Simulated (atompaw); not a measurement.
# Pseudopotential generation for Rb: PAW (atompaw), PBE, scalar-relativistic.

Input for atompaw 4.2.0.5:

```
Rb 37
GGA-PBE scalarrelativistic loggrid 1500 logderivrange -4 5 226
5 5 4 0 0 0
5 0 0.5
5 1 0.5
4 2 0
0 0 0
c
c
c
v
v
c
c
v
v
c
v
2
3.00 2.30 2.75 2.30
n
n
y
2.9
n
custom polynom vanderbiltortho besselshape
3 1 ultrasoft
2.05
3.00
3.00
3.00
3.00
3.00
PWSCFOUT
UPFDX 0.0125d0 UPFXMIN -7.d0 UPFZMESH 37.d0
END
```

Command:

```bash
atompaw < Rb.input > Rb.log
```

The program printed (summary file):

```
Completed calculations for Rb (AE)

 Exchange-correlation type: GGA, Perdew-Burke-Ernzerhof

 Radial integration grid is logarithmic
 r0 =   2.3004967E-04 h =   8.5118378E-03   n =      1500 rmax =   8.0000000E+01

 Scalar relativistic calculation

 AEatom converged in  35 iterations
   nz     =  37.00
   delta  =       8.692291094309E-15

 All Electron Orbital energies:
  n  l      occupancy      energy
  1  0      2.0000000E+00 -1.1050200E+03
  2  0      2.0000000E+00 -1.4765740E+02
  3  0      2.0000000E+00 -2.1957407E+01
  4  0      2.0000000E+00 -2.3984054E+00
  5  0      5.0000000E-01 -1.9056188E-01
  2  1      6.0000000E+00 -1.3090018E+02
  3  1      6.0000000E+00 -1.6582774E+01
  4  1      6.0000000E+00 -1.2265851E+00
  5  1      5.0000000E-01 -7.8885928E-02
  3  2      1.0000000E+01 -7.6958693E+00
  4  2      0.0000000E+00 -2.3648755E-02

 Total energy
   Total                    :    -5962.33781079853361

 ---
 Completed calculations for Rb (SC)

 Exchange-correlation type: GGA, Perdew-Burke-Ernzerhof

 Radial integration grid is logarithmic
 r0 =   2.3004967E-04 h =   8.5118378E-03   n =      1500 rmax =   8.0000000E+01

 Scalar relativistic calculation

 SCatom converged in   4 iterations
   nz     =  37.00
   delta  =       5.008528282409E-15

 Valence Electron Orbital energies:
  n  l      occupancy      energy
   4  0      2.0000000E+00 -2.3984054E+00
   5  0      5.0000000E-01 -1.9056188E-01
   4  1      6.0000000E+00 -1.2265851E+00
   5  1      5.0000000E-01 -7.8885929E-02
   4  2      0.0000000E+00 -2.3648757E-02

 Total energy
   Total                    :    -5962.33781080671724
   Valence                  :     -239.79402308646320

 PAW parameters:
       lmax =            2
         rc =    3.0189097798749014
        irc =         1115
   rc_shape =    2.3186979158961778
    rc_vloc =    2.7725587161144585
    rc_core =    2.3186979158961778
   Vloc: Non norm-conserving form with l= 3;e=   1.0000E+00
   Projector type: polynomial pseudization + Vanderbilt ortho.
   Bessel compensation charge shape zeroed at   2.3187E+00

 Number of basis functions     6
 No.   n  nodes  l      Energy         Cp coeff         Occ
  1    4    3    0   -0.2398405E+01  0.1526739E+01  0.2000000E+01
  2    5    4    0   -0.1905619E+00  0.2572012E+02  0.5000000E+00
  3    4    2    1   -0.1226585E+01 -0.1144786E+01  0.6000000E+01
  4    5    3    1   -0.7888593E-01 -0.1607415E+03  0.5000000E+00
  5    4    1    2   -0.2364876E-01  0.1437410E+02  0.0000000E+00
  6  999    2    2    0.2900000E+01 -0.2517578E+00  0.0000000E+00

 Eigenvalues of overlap operator (in the basis of projectors):
    1        5.17724323E-01
    2        2.20769765E+00
    3        1.30929690E+01
    4        5.51397575E+01
    5        1.01548079E+02
    6        1.49854226E+03

 Orbital leakage outside PAW augmentation regions
   orb  is_core?  %out_of_sphere
   1 0    T           0.00
   2 0    T           0.00
   3 0    T           0.00
   4 0    F           1.00
   5 0    F          89.62
   2 1    T           0.00
   3 1    T           0.00
   4 1    F           4.64
   5 1    F          97.62
   3 2    T           0.00
   4 2    F          90.51

 Summary of PAW energies
   Total valence energy     :   -239.79402307113870
   Smooth energy            :     11.67503688200252
   One center               :   -251.46905995314123
   Smooth kinetic           :      9.01818767515259
   Vloc energy              :      1.22980788753539
   Smooth exch-corr         :     -5.47339286967175
   One-center xc            :   -195.81512726561238
```

The run took about 26 s on one core of a shared server CPU.
